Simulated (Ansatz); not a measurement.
# Worked example: GaH2(OH) + GaHF → GaH2O + GaH2F

Species: GaH2(OH), singlet; GaHF `[F][GaH]`, doublet; GaH2O `[O][GaH2]`, doublet; GaH2F `[F][GaH2]`, singlet. A radical takes H: the energy is the difference in strength between the O–H bond broken and the Ga–H bond made.

Shapes, held fixed at every level: PBE0-D4/def2-TZVP. Programs: Ansatz 0.2.0. The zero-point and thermal change to 298 K, harmonic and unscaled (PBE0-D4/def2-TZVP), is -9.8 kJ/mol.

At CCSD(T)/def2-TZVPP; 1 Eh = 2625.50 kJ/mol:

| species | energy (Eh) |
| --- | --- |
| GaH2(OH) | -2000.413314 |
| GaHF | -2023.797211 |
| GaH2O | -1999.721238 |
| GaH2F | -2024.431262 |

Work out ΔH(298 K) of the reaction at this level.


1. Products less reactants: (-1999.721238) + (-2024.431262) − [(-2000.413314) + (-2023.797211)] = 0.058025 Eh = +152.3 kJ/mol.
2. With the thermal change: +152.3 + (-9.8) = +142.5 kJ/mol.

Other levels give +82.1 (HF/def2-TZVPP) to +160.3 kJ/mol (MP2/def2-SVP). No measured value is set beside it here. Open shells run unrestricted unless RO is named. Relativity is left out for Ga unless named. Correlated rows may include outer-core shells of Ga, which these sets cover unevenly.
